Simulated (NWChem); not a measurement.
# CH5NOSi2; SMILES N(=C=O)[SiH2][SiH3]

```xyz
10

O      0.5632    -3.2779     0.0026
C      0.0980    -2.1942    -0.0009
N     -0.3823    -1.0952    -0.0051
Si    -0.9682     0.5262    -0.0003
Si     0.8207     2.0527     0.0005
H     -1.8217     0.7130    -1.2036
H     -1.8179     0.7080     1.2065
H      1.6642     1.8703    -1.2120
H      1.6695     1.8626     1.2080
H      0.2828     3.4420     0.0060
```
Atoms are numbered in this order, from 1.

All runs use the structure optimised with B3LYP/6-31G* (spherical d).

Problem. Give the principal values of the shielding tensors (ppm) of O1, C2, N3, Si4, Si5 from B3LYP/6-31G* (spherical d), GIAO (NWChem), with their diamagnetic and paramagnetic parts as GIAO splits them.

Solution. 
| atom | σ11 | σ22 | σ33 | isotropic | diamagnetic | paramagnetic |
|---|---|---|---|---|---|---|
| O1 | 120.3 | 122.6 | 375.5 | 206.1 | 397.8 | -191.7 |
| C2 | -21.2 | -19.7 | 274.5 | 77.9 | 269.3 | -191.5 |
| N3 | 189.2 | 194.7 | 336.7 | 240.2 | 317.2 | -77.0 |
| Si4 | 406.7 | 444.8 | 490.3 | 447.3 | 882.0 | -434.7 |
| Si5 | 481.0 | 482.7 | 489.3 | 484.3 | 882.3 | -398.0 |
